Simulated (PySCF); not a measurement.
# Spin states and ions at one geometry of [Re3]−

PySCF 2.14.0, UKS r2SCAN, Re def2-SVP with ECP60; non-relativistic Hamiltonian with scalar-relativistic core potentials where named; density fitting; no spin-orbit coupling; singlets restricted, open shells unrestricted. The geometry is relaxed for charge -1, triplet, vacuum:

```xyz
3

Re    1.3907    0.0939    0.0000
Re   -0.6086    1.0594    0.0000
Re   -0.7820   -1.1533    0.0000
```

Energies count from the relaxed state; an electron taken off or put on is at rest in vacuum. Charges and spins are Mulliken's.

Order these states by energy, lowest first.
A. charge -1, singlet, vacuum
B. charge 0, doublet, vacuum
C. charge 0, quartet, vacuum
D. charge -1, quintet, vacuum
E. charge -1, triplet, vacuum

E (0.00 eV), D (0.26 eV), A (0.68 eV), C (1.49 eV), B (1.96 eV).

How do charge and spin on the first atom follow?


| state | spin squared | charge on Re1 (e) | spin on Re1 (e) | dipole about the centre of mass (D) |
| --- | --- | --- | --- | --- |
| charge -1, triplet, vacuum | 2.86 | -0.33 | 1.46 | 0.08 |
| charge -1, singlet, vacuum | 0.00 | -0.36 | 0.00 | 0.29 |
| charge -1, quintet, vacuum | 6.29 | -0.38 | 1.79 | 1.55 |
| charge 0, doublet, vacuum | 1.34 | -0.01 | 0.74 | 0.08 |
| charge 0, quartet, vacuum | 4.06 | -0.05 | 1.79 | 1.07 |

With an electron taken off (quartet, the lower of the two states computed) the charges change, summed by element, by Re +1.00 e. The vertical ionisation energy is 1.49 eV, against −ε(HOMO) = -0.28 eV over both spins of the relaxed state. The level lies 1.8 eV too high, as is usual for semilocal functionals and global hybrids, which keep a self-interaction error.

Open shells may have lower solutions than those found. Spin squared well over S(S+1) tells of spin contamination.

No frequency check is given that shows the relaxed geometry to be a minimum. The relaxed state is spin-contaminated (spin squared 2.86 against 2.00).
